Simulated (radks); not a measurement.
The strontium ion Sr16+, configuration [Ar] 3d4. Calculated with a radial shooting solver on a logarithmic mesh with Libxc functionals: Dirac Kohn-Sham, PBE, spin-unpolarised, spherical densities, point nucleus; open shells are shared between the two j in proportion to 2j + 1.

X-ray form factor f0, the Fourier transform of the density (f0(0) = 22):

sin(theta)/lambda (1/angstrom)  f0 (electrons)
0.05                                    21.945
0.1                                     21.781
0.15                                    21.512
0.2                                     21.144
0.25                                    20.685
0.3                                     20.145
0.4                                     18.867
0.5                                     17.408
0.6                                     15.867
0.8                                     12.880
1                                       10.393
1.25                                     8.203
1.5                                      6.860
2                                        5.423
